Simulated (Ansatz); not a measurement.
Consider the formal exchange of groups at a B–N bond: `CNBN` + `[OH][GeH2][F]` → `N[BH][GeH]([OH])[F]` + CH₃NH₂.

Gas-phase electronic energies from Ansatz, PBE0-D4/def2-TZVP geometries. CBS: MP2 limit from def2 TZ/QZ plus the TZ coupled-cluster correction, frozen cores. DFT in def2-TZVPP. For Ge outer-core shells are correlated without core-valence functions, which leaves a few kJ/mol of doubt a bond. Scalar relativity is left out up to krypton. Each species was taken in one conformer, which may not be the lowest.

`CNBN`:

```xyz
11

C    -1.661   -0.354   -0.355
N    -0.221   -0.379   -0.349
B     0.611    0.452    0.424
N     2.020    0.379    0.384
H    -2.067   -0.116   -1.344
H    -2.093   -1.310   -0.036
H    -2.005    0.413    0.339
H     0.182   -1.065   -0.967
H     0.097    1.260    1.149
H     2.542   -0.260   -0.188
H     2.595    0.980    0.943
```

`[OH][GeH2][F]`:

Z-matrix (Å, degrees):
```
Ge
F 1 1.738
O 1 1.761 2 107.6
H 1 1.526 2 107.8 3 114.3
H 1 1.534 2 105.1 3 -119.6
H 3 0.960 1 113.6 2 -67.0
```

`N[BH][GeH]([OH])[F]`:

```xyz
10

N    -0.991    0.790    1.266
B    -0.042   -0.190    1.065
Ge    0.886   -0.111   -0.781
O     0.558   -1.482   -1.859
F     0.097    1.289   -1.516
H    -1.533    0.878    2.111
H    -1.196    1.490    0.568
H     0.180   -1.003    1.911
H     2.390    0.131   -0.960
H    -0.348   -1.793   -1.803
```

CH₃NH₂:

```xyz
7

C     0.275    0.157    0.472
N    -0.624   -0.399   -0.525
H     1.098    0.769    0.074
H     0.716   -0.655    1.054
H    -0.294    0.776    1.169
H    -0.118   -0.986   -1.175
H    -1.053    0.338   -1.070
```

| species | ωB97X-V energy (Eh) |
| --- | --- |
| `CNBN` | -176.76599 |
| `[OH][GeH2][F]` | -2253.76411 |
| `N[BH][GeH]([OH])[F]` | -2334.63091 |
| CH₃NH₂ | -95.86508 |

Problem. Work out ΔE.

Solution. ΔE = (-2334.63091) + (-95.86508) − (-176.76599) − (-2253.76411) = 0.03411 Eh = +89.6 kJ/mol. CCSD(T)/CBS gives +85.5 kJ/mol.

Largest T1 diagnostic among the species: 0.013.

From PBE to PBE0 (25 % exact exchange), in def2-TZVPP and without D4, ΔE moves by +5.8 kJ/mol. In def2-TZVPP, CCSD(T) changes the Hartree–Fock value by −19.7 kJ/mol (the triples alone add −2.4 kJ/mol) and MP2 by −14.7 kJ/mol.
